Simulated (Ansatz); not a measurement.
`[SiH2]1[SiH]2[SiH2][SiH]3[SiH2][SiH]1[SiH2][SiH]([SiH2]2)[SiH2]3`, charge 0, multiplicity 1.

Task: Give a relaxed structure at PBE0-D4/def2-TZVP (Ansatz 0.2.0). (Estimate.)

Result: The calculation gave: 
```xyz
26

Si    1.4294   -2.1184    0.8623
Si   -0.9049   -2.0155    0.7796
Si   -1.5851   -1.6510   -1.4275
Si   -0.6846    0.3593   -2.2116
Si    1.6492    0.2501   -2.1195
Si    2.3382   -0.1089    0.0858
Si    1.5841    1.6521    1.4263
Si   -0.7499    1.7646    1.3459
Si   -1.6472   -0.2504    2.1212
Si   -1.4307    2.1174   -0.8629
H     1.9138   -3.2485    0.0192
H     1.8729   -2.3628    2.2645
H    -1.4817   -3.3005    1.2766
H    -3.0734   -1.5949   -1.4929
H    -1.1254   -2.7782   -2.2881
H    -1.1209    0.5884   -3.6215
H     2.2328    1.5244   -2.6277
H     2.1357   -0.8609   -2.9863
H     3.8292   -0.1783    0.1405
H     2.0296    1.4407    2.8332
H     2.1667    2.9366    0.9434
H    -1.2279    2.8898    2.2040
H    -3.1363   -0.1845    2.0889
H    -1.2238   -0.4792    3.5323
H    -0.8719    3.4065   -1.3615
H    -2.9179    2.2023   -0.9241
```
Point group Td.
This is one stationary point; other conformers may exist.
